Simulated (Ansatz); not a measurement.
Worked example: C2H5BrMg + SiH(CH3)2Br → C3H8Mg + SiH(CH3)Br2

Species: C2H5BrMg `C[CH2][Mg][Br]`, singlet; SiH(CH3)2Br, singlet; C3H8Mg `C[CH2][Mg][CH3]`, singlet; SiH(CH3)Br2, singlet. The partners trade Br for CH3: Mg–Br and Si–CH3 bonds give way to Mg–CH3 and Si–Br.

Shapes, held fixed at every level: PBE0-D4/def2-TZVP. Programs: Ansatz 0.2.0. Electronic energies: no zero-point or thermal term.

At CCSD(T)/def2-TZVPP; 1 Eh = 2625.50 kJ/mol:

```
    species   energy (Eh)
   C2H5BrMg  -2851.664364
SiH(CH3)2Br  -2942.113401
     C3H8Mg   -318.704743
SiH(CH3)Br2  -5475.018723
```

Task: Work out ΔE of the reaction at this level.

Result: 
1. Products less reactants: (-318.704743) + (-5475.018723) − [(-2851.664364) + (-2942.113401)] = 0.054299 Eh = +142.6 kJ/mol.

Other levels give +132.9 (PBE-D4/def2-TZVPP) to +146.8 kJ/mol (wB97X-V/def2-TZVPP). No measured value is set beside it here. Relativity is left out for Br. Outer-core shells of Br, Mg are correlated, in sets that cover them unevenly.
